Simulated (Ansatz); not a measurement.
NbOF₄, that is [NbOF4]- with one electron fewer, relaxed as a doublet with UKS r2SCAN-D4/def2-SVPD in Ansatz, starting from the r2SCAN-D4/def2-SVPD geometry of the charge -1 singlet. Force threshold 0.02 eV/Å.

In the def2 sets Nb takes a core potential; there is no spin–orbit coupling.

Start:

```xyz
6

Nb    0.016    0.033   -0.054
O     0.431    0.911   -1.477
F    -1.919    0.042    0.026
F    -0.064    1.343    1.371
F     1.696   -0.514    0.739
F    -0.160   -1.815   -0.605
```

```json
{"step": "1", "energy (eV)": "-14456.3105", "largest force component (eV/Å)": "6.994", "SCF passes": "61"}
{"step": "2", "energy (eV)": "-14456.8243", "largest force component (eV/Å)": "2.741", "SCF passes": "32"}
{"step": "3", "energy (eV)": "-14456.9423", "largest force component (eV/Å)": "0.395", "SCF passes": "30"}
{"step": "4", "energy (eV)": "-14456.9456", "largest force component (eV/Å)": "0.097", "SCF passes": "25"}
{"step": "5", "energy (eV)": "-14456.9461", "largest force component (eV/Å)": "0.022", "SCF passes": "30"}
{"step": "6", "energy (eV)": "-14456.9461", "largest force component (eV/Å)": "0.001", "SCF passes": "29"}
{"step": "7", "energy (eV)": "-14456.9461", "largest force component (eV/Å)": "0.000", "SCF passes": "22"}
{"step": "8", "energy (eV)": "-14456.9472", "largest force component (eV/Å)": "0.030", "SCF passes": "70"}
{"step": "9", "energy (eV)": "-14456.9507", "largest force component (eV/Å)": "0.062", "SCF passes": "57"}
{"step": "10", "energy (eV)": "-14456.9637", "largest force component (eV/Å)": "0.088", "SCF passes": "50"}
{"step": "11", "energy (eV)": "-14456.9809", "largest force component (eV/Å)": "0.127", "SCF passes": "40"}
{"step": "12", "energy (eV)": "-14457.0647", "largest force component (eV/Å)": "0.282", "SCF passes": "37"}
{"step": "13", "energy (eV)": "-14457.1181", "largest force component (eV/Å)": "0.292", "SCF passes": "32"}
{"step": "14", "energy (eV)": "-14457.1867", "largest force component (eV/Å)": "0.345", "SCF passes": "30"}
{"step": "15", "energy (eV)": "-14457.2568", "largest force component (eV/Å)": "0.334", "SCF passes": "31"}
{"step": "16", "energy (eV)": "-14457.3609", "largest force component (eV/Å)": "0.351", "SCF passes": "29"}
{"step": "17", "energy (eV)": "-14457.3685", "largest force component (eV/Å)": "0.121", "SCF passes": "25"}
{"step": "18", "energy (eV)": "-14457.3691", "largest force component (eV/Å)": "0.007", "SCF passes": "25"}
```

Force components are those of the run's own axes.

End:

```xyz
6

Nb   -0.027   -0.058    0.093
O     0.430    0.908   -1.472
F    -1.739    0.391   -0.538
F    -0.213    0.814    1.721
F     1.847   -0.162    0.168
F    -0.297   -1.892    0.027
```

By distances, no bond broke or formed. The bond that changes most is Nb1–O2, from 1.72 to 1.89 Å (atoms count from 1).

The force fell under the threshold at step 6, but the optimiser went on and released 0.423 eV more. No frequencies were taken in this run, so the end may be a saddle point.

Run time 2.3 min (4 threads of Arm Neoverse V1 on a shared host).
